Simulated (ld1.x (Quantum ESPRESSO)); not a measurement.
**Pseudopotential generation for Os: ultrasoft, revPBE, scalar-relativistic.**

* Element: osmium (Os)
* Generator: ld1.x (Quantum ESPRESSO) 7.5
* Type: ultrasoft
* Functional: revPBE
* Relativity: scalar-relativistic
* Frozen core: [Xe] 4f14
* Valence charge: 8
* Reference configuration: 5d6 6s0 6p0 (charge +2)
* Partial waves: 6s (bound, empty): rcut 1.95, rcutus 2.30 bohr; 6s channel at 1 Ry: rcut 1.95, rcutus 2.30 bohr; 6p (bound, empty): rcut 2.25, rcutus 3.00 bohr; 6p channel at -0.7 Ry: rcut 2.25, rcutus 3.00 bohr; 5d (bound): rcut 1.60, rcutus 2.00 bohr; 5d channel at -0.85 Ry: rcut 1.60, rcutus 2.00 bohr
* Local potential: all-electron potential smoothed inside 1.95 bohr (lloc = -1)
* Core correction: none
* Augmentation charge: built from norm-conserving waves at rcut, not smoothed further

All-electron outer shells of the reference configuration (revPBE, scalar-relativistic, ld1.x):

```json
{"shell": "5p", "level (eV)": "-67.95", "outermost node (bohr)": "0.55", "outermost maximum (bohr)": "1.03"}
{"shell": "5d", "level (eV)": "-22.83", "outermost node (bohr)": "0.60", "outermost maximum (bohr)": "1.34"}
{"shell": "6s", "level (eV)": "-20.64", "outermost node (bohr)": "1.20", "outermost maximum (bohr)": "2.33"}
{"shell": "6p", "level (eV)": "-13.65", "outermost node (bohr)": "1.41", "outermost maximum (bohr)": "2.95"}
```

Does the generator finish with these settings?

Yes, a potential is produced and its reference levels are reproduced.

Estimate the cutoffs (Ry, on a coarse ladder) from which the occupation-weighted sum of valence levels, in a spherical-Bessel basis at the reference potential, stays within 10 and 1 mRy of its value at 400 Ry.

30 Ry and 45 Ry.

What does a ghost test show?

Ghost state, extra bound levels that the all-electron valence spectrum of the same l lacks: s at -32.8 eV. A true bound ghost makes a file unfit for plane-wave use. The logarithmic derivative shows an extra or strongly shifted pseudo pole above the reference energy (p near 0.92 Ry).

Is the overlap operator S = 1 + Σ q|β⟩⟨β| positive definite (Bessel basis up to 400 Ry)?

Yes: its lowest eigenvalue is 0.43 (p channel).

Tests: 5d6 6s2 6p0; 5d6 6s1 6p0; 5d5 6s0 6p0; 5d7 6s0 6p0; 5d6 6s0 6p1; 5d6.5 6s1.5 6p0; 5d5 6s2 6p1. Which has the largest error in its energy relative to the reference configuration, and how large is it?

5d6 6s2 6p0, with +134 meV (all-electron minus pseudo) on -26.27 eV.
